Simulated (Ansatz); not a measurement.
Geometry optimisation, RKS BHLYP-D4/def2-SVP in Ansatz 0.2.0.

The input (input.yaml):

```yaml
crystal:
  periodic: [false, false, false]
  atoms:
    - { symbol: B, position_ang: [0.0, 0.0, 0.0] }
    - { symbol: F, position_ang: [0.0, 0.0, 1.67] }
    - { symbol: F, position_ang: [1.1431, 0.0, -0.66] }
    - { symbol: H, position_ang: [-1.0305, 0.0, -0.595] }
    - { symbol: "N", position_ang: [0.0829, 1.7537, 0.5833] }
    - { symbol: H, position_ang: [0.4765, 1.9752, 1.5423] }
    - { symbol: H, position_ang: [-0.2631, 2.537, -0.0414] }
    - { symbol: H, position_ang: [0.0507, 1.0726, 1.5337] }
basis:
  gaussian: { orbitals: def2-SVP }
hamiltonian:
  xc: { name: BHLYP }
  dispersion: d4
relax:
  f_tol: 0.15
  max_steps: 25
  restrain:
    - { distance: [0, 4], at: 1.55, k: 30.0 }
    - { distance: [7, 1], at: 0.92, k: 30.0 }
    - { distance: [0, 1], at: 2.52, k: 30.0 }
    - { distance: [7, 4], at: 2.26, k: 30.0 }
```

Command:

```bash
$ ansatz run input.yaml --threads 1 --pin off --max-ram 2048MiB --backend cpu --events-out ev --progress --plain --runs-dir out
```

Task: Where does it end, and by what steps?

Result: The run converged. The restraints hold the end off the free minimum; the threshold counts their pulls, which the force column leaves out. Restrained pairs: B1–N5 (1.85 → 1.47 Å), F2–H8 (1.08 → 0.92 Å), B1–F2 (1.67 → 2.53 Å), N5–H8 (1.17 → 2.25 Å). After 12 steps the energy has fallen by 4.655 eV (the restraints' own energy left out); H6 moved furthest, 1.24 Å.

```json
{"step": "0", "energy less start (eV)": "0.0000", "largest force component (eV/Å)": "6.331", "accepted": "yes"}
{"step": "1", "energy less start (eV)": "-1.4527", "largest force component (eV/Å)": "6.195", "accepted": "yes"}
{"step": "2", "energy less start (eV)": "-2.3760", "largest force component (eV/Å)": "5.529", "accepted": "yes"}
{"step": "3", "energy less start (eV)": "-3.3201", "largest force component (eV/Å)": "2.857", "accepted": "yes"}
{"step": "4", "energy less start (eV)": "-3.7462", "largest force component (eV/Å)": "3.037", "accepted": "yes"}
{"step": "5", "energy less start (eV)": "-4.0529", "largest force component (eV/Å)": "2.689", "accepted": "yes"}
{"step": "6", "energy less start (eV)": "-4.2677", "largest force component (eV/Å)": "2.287", "accepted": "yes"}
{"step": "7", "energy less start (eV)": "-4.4455", "largest force component (eV/Å)": "2.094", "accepted": "yes"}
{"step": "8", "energy less start (eV)": "-4.5764", "largest force component (eV/Å)": "2.051", "accepted": "yes"}
{"step": "9", "energy less start (eV)": "-4.6510", "largest force component (eV/Å)": "2.341", "accepted": "yes"}
{"step": "10", "energy less start (eV)": "-4.6512", "largest force component (eV/Å)": "2.309", "accepted": "yes"}
{"step": "11", "energy less start (eV)": "-4.6334", "largest force component (eV/Å)": "2.039", "accepted": "no"}
{"step": "12", "energy less start (eV)": "-4.6547", "largest force component (eV/Å)": "2.242", "accepted": "yes"}
```

```xyz
8
Properties=species:S:1:pos:R:3
B 0.096 0.530 -0.245
F -0.275 -0.389 2.079
F 1.235 -0.115 -0.388
H -0.928 0.068 -0.644
N 0.141 1.878 0.348
H 1.024 2.339 0.494
H -0.642 2.502 0.271
H -0.192 0.525 2.118
```

Time of the run: 41 s on 1 thread of Arm Neoverse V1, with other jobs on the host, peak memory 0.14 GiB.
